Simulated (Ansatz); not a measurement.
The cluster Mg₂I₃, 5 atoms. Hardware: 4 threads of Arm Neoverse V2 on a shared host.

In the def2 sets I takes a core potential; there is no spin–orbit coupling. Correlated methods freeze 14 core orbitals; core or outer-core shells of Mg, I are correlated, in sets that lack core-valence functions.

How many basis functions does each of these Ansatz runs have, and roughly what does it cost? PBE-D4/def2-SVP, charge 0 doublet, energy with a search over starts; PBE-D4/def2-SVP, charge 0 doublet, relaxation, 9 steps; MP2/def2-TZVP, charge 0 doublet, energy, from earlier orbitals; BHLYP-D4/def2-TZVP, charge 0 doublet, energy, from earlier orbitals; PBE0-D4/def2-TZVP, charge 0 doublet, energy, from earlier orbitals; HF/STO-3G, charge 0 doublet, energy; PBE0-D4/def2-SVP, charge 0 doublet, energy, from earlier orbitals; HF/def2-TZVP, charge 0 doublet, energy, from earlier orbitals; PBE-D4/def2-SVP, charge 0 doublet, energy, from earlier orbitals; r2SCAN-D4/def2-TZVP, charge 0 doublet, energy, from earlier orbitals; PBE-D4/def2-TZVP, charge 0 doublet, energy and forces, from earlier orbitals; CCSD(T)/def2-SVP, charge 0 doublet, energy, from earlier orbitals.

Other jobs shared the machine, so times can vary by a factor of up to 3. A dash marks memory too small to be measured apart from the calling script's.

```tsv
run	functions	fitting or Cholesky vectors	wall time	peak host memory (GiB)
PBE-D4/def2-SVP, charge 0 doublet, energy, from earlier orbitals	114	1306	1.9 s	–
HF/STO-3G, charge 0 doublet, energy	99	1009	2.1 s	0.59
PBE-D4/def2-SVP, charge 0 doublet, energy with a search over starts	114	1306	3.3 s	–
PBE0-D4/def2-SVP, charge 0 doublet, energy, from earlier orbitals	114	1290	3.5 s	–
PBE-D4/def2-TZVP, charge 0 doublet, energy and forces, from earlier orbitals	214	1677	4.1 s	–
HF/def2-TZVP, charge 0 doublet, energy, from earlier orbitals	214	2000	4.4 s	0.8
BHLYP-D4/def2-TZVP, charge 0 doublet, energy, from earlier orbitals	214	2000	7.5 s	0.89
PBE0-D4/def2-TZVP, charge 0 doublet, energy, from earlier orbitals	214	2000	7.5 s	0.92
MP2/def2-TZVP, charge 0 doublet, energy, from earlier orbitals	214	2000	8.5 s	0.8
r2SCAN-D4/def2-TZVP, charge 0 doublet, energy, from earlier orbitals	214	1677	10 s	–
PBE-D4/def2-SVP, charge 0 doublet, relaxation, 9 steps	114	1306	14 s	–
CCSD(T)/def2-SVP, charge 0 doublet, energy, from earlier orbitals	114	1290	98 s	2.2
```
